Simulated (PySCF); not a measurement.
Below is a simulated gas-phase Si 1s photoelectron spectrum of `N[SiH]1[SiH2][SiH2][SiH2][SiH2]1`.

Every computed line was given a Gaussian of 0.4 eV full width at half maximum and an area set by the number of equivalent atoms; the highest printed point is 100. Method: delta-SCF UKS SCAN, pcX-2 on the ionised atom, pcseg-1 elsewhere, spin-free X2C in PySCF 2.14.0.

binding energy (eV), intensity and a bar:
```
   1845.0          1 
   1845.1          4 #
   1845.2         15 #####
   1845.3         41 ############
   1845.4         76 #######################
   1845.5        100 ##############################
   1845.6         95 #############################
   1845.7         68 #####################
   1845.8         44 #############
   1845.9         33 ##########
   1846.0         27 ########
   1846.1         19 ######
   1846.2         10 ###
   1846.3          4 #
   1846.4          1 
   1846.5          0
```

Task: Count the maxima, the lines and the sites behind this envelope.

Result: The curve has 1 maximum (at 1845.5 eV). Under it lie 3 lines from 3 inequivalent silicon sites. At this width some lines have no maximum of their own.

Task: Decompose the envelope and assign each component. Numbering: `[NH2:1][SiH:2]1[SiH2:3][SiH2:4][SiH2:5][SiH2:6]1`.

Result: 
| position (eV) | relative area | line | atoms | environment |
| --- | --- | --- | --- | --- |
| 1845.52 | 2 | Si 1s | Si4/Si5 | SiH2 silicon |
| 1845.54 | 2 | Si 1s | Si3/Si6 | SiH2 silicon |
| 1845.96 | 1 | Si 1s | Si2 | SiH silicon |

Task: What are the centre and the root-mean-square width of the whole band?

Result: The area-weighted mean of the lines is 1845.62 eV. Their own spread about it is 0.17 eV (rms) and each Gaussian has σ = 0.4/2.355 = 0.17 eV; the variances add, which gives 0.24 eV.

Lowest listed Si 1s: Si4/Si5, bonded to 2 H and 2 Si. Highest, 0.44 eV above it: Si2, bonded to N, H and 2 Si. The widest gap between neighbouring values is 0.42 eV, between 1845.54 and 1845.96 eV. The values 1845.52 and 1845.54 eV lie too close for their order to be trusted.

Shake-up satellites, vibrational structure and lifetime widths aren't simulated. Atoms equivalent by their bonding share one computed value, that of the first of them. Geometry: PBE0-D3(BJ)/def2-SVP, one conformer, isolated molecule.
